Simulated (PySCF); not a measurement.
Molecule: sum formula SiH2SF3 (charge +1, singlet). It need not be the lowest isomer of its formula. SMILES: F[Si](F)(F)[SH2+]
Structure (B3LYP-D3(BJ)/def2-TZVP (Ansatz) minimum search):
```xyz
7

F     -1.0174    -0.7796     1.1982
Si    -0.5122    -0.0953    -0.0964
F     -1.1088     1.3063    -0.3779
F     -0.4705    -1.0287    -1.3341
S      1.6506     0.3790     0.4058
H      2.0299     0.6868    -0.8585
H      2.0994    -0.8982     0.3393
```
Charge +1, spin multiplicity 1.

Dispersion corrections to the total energy (kcal/mol) from the dftd3 and dftd4 libraries through PySCF: D3(BJ) without and D4 with the three-body term, each with the damping fitted for the functional named.

```json
[
 {"functional": "LC-wPBE", "D3(BJ)": "…", "D4": "-3.83"},
 {"functional": "PBE0", "D3(BJ)": "…", "D4": "-2.85"},
 {"functional": "BP86", "D3(BJ)": "-5.73", "D4": "…"},
 {"functional": "PBE", "D3(BJ)": "-3.31", "D4": "-3.40"},
 {"functional": "CAM-B3LYP", "D3(BJ)": "-2.78", "D4": "-2.90"},
 {"functional": "revPBE", "D3(BJ)": "-8.19", "D4": "-10.02"},
 {"functional": "TPSSh", "D3(BJ)": "-3.94", "D4": "-4.14"}
]
```

Q: Some entries are withheld; supply them.

A: 
- LC-wPBE, D3(BJ): -3.30
- PBE0, D3(BJ): -2.93
- BP86, D4: -4.59
